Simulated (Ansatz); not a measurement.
Ansatz (a program for electronic structure) input (CCSD(T)/def2-SVPD):

Ansatz 0.2 input:
```yaml
crystal:
  periodic: [false, false, false]
  atoms:
    - {symbol: C, position_ang: [0.00000000, 0.00000000, 0.00000000]}
    - {symbol: Te, position_ang: [-0.00000000, -0.00000000, -1.90330842]}
    - {symbol: Te, position_ang: [0.00000000, 0.00000000, 1.90330842]}
basis:
  gaussian:
    orbitals: def2-SVPD
magnetization: {spin_polarized: false}
correlation: {method: ccsd_t, electrons: outside_noble_gas}
output: {forces: true}
```

End of the output:

```
cycle   6  -9.84158207 eV  change    1.8e-3 eV  update   6.4e-4
cycle   7  -9.84128731 eV  change    2.9e-4 eV  update   2.1e-4
cycle   8  -9.84133853 eV  change   -5.1e-5 eV  update   5.8e-5
cycle   9  -9.84131932 eV  change    1.9e-5 eV  update   1.9e-5
cycle  10  -9.84130605 eV  change    1.3e-5 eV  update   5.2e-6
cycle  11  -9.84130675 eV  change   -7.0e-7 eV  update   1.8e-6
cycle  12  -9.84130682 eV  change   -6.8e-8 eV  update   6.5e-7
coupled cluster: 0.25 GiB planned
perturbative correction -0.74848238 eV, -0.0275062201 hartree
the calculation of the forces begins
Total energy: -15568.68629420 eV, -572.1386684774 hartree
Atom 0 at     0.000000     0.000000     0.000000 Å, force    -0.000000    -0.000000    -0.000000 eV/Å
Atom 1 at    -0.000000    -0.000000    -1.903308 Å, force    -0.000000     0.000000    -1.002123 eV/Å
Atom 2 at     0.000000     0.000000     1.903308 Å, force     0.000000    -0.000000     1.002123 eV/Å
Dipole moment:    -0.000000    -0.000000    -0.000000 e Å
```
